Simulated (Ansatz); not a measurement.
`F[SiH]([SiH3])S` + NH₃ → `N[SiH](F)S` + SiH₄ at 700 K and 1 bar (cleavage of the Si–Si bond).

Gas-phase electronic energies from Ansatz, PBE0-D4/def2-TZVP geometries. CCSD(T)/CBS is the MP2 limit (def2-TZVPP, def2-QZVPP) plus CCSD(T) − MP2 in def2-TZVPP, frozen cores. This one scheme is used for every species. Each species was taken in one conformer, which may not be the lowest.

```csv
species,CCSD(T)/CBS energy (Eh),H − E (kJ/mol),S (J/(mol·K))
`F[SiH]([SiH3])S`,-1078.81755,199.4,468.9
NH₃,-56.50880,116.9,226.5
`N[SiH](F)S`,-843.89255,193.1,423.8
SiH₄,-291.46306,115.5,252.9
```

H − E and S are ideal-gas, rigid-rotor, harmonic terms from PBE0-D4/def2-TZVP, for one conformer and one mirror image of each species. 1 Eh = 2625.50 kJ/mol, R = 8.31446 J/(mol·K).

Task: By hand: ΔE, ΔH, ΔS and ΔG.

Result: ΔE = (-843.89255) + (-291.46306) − (-1078.81755) − (-56.50880) = -0.02926 Eh = -76.8 kJ/mol. Δ(H − E) = 193.1 + 115.5 − 199.4 − 116.9 = -7.7, so ΔH = -84.5 kJ/mol. ΔS = 423.8 + 252.9 − 468.9 − 226.5 = -18.7 J/(mol·K). ΔG = -84.5 − 700 × (-18.7)/1000 = -71.4 kJ/mol.

Task: By hand: the equilibrium constant, and the temperature at which ΔG would vanish if ΔH and ΔS stayed fixed.

Result: log₁₀ K = −ΔG/(RT ln 10) = 5.3. ΔG = 0 at ΔH/ΔS = 4519 K, far beyond where these terms or the molecules hold.

ΔH outweighs TΔS. A doubt of 5 kJ/mol in ΔE shifts log₁₀ K by 0.4 here. Other conformers and mirror images would add mixing entropy, several J/(mol·K) or more a flexible species. These are equilibria of isolated gas molecules and say nothing of rates. Largest T1 diagnostic: 0.013 (customary marks: 0.02 for closed shells, 0.045 for open ones).
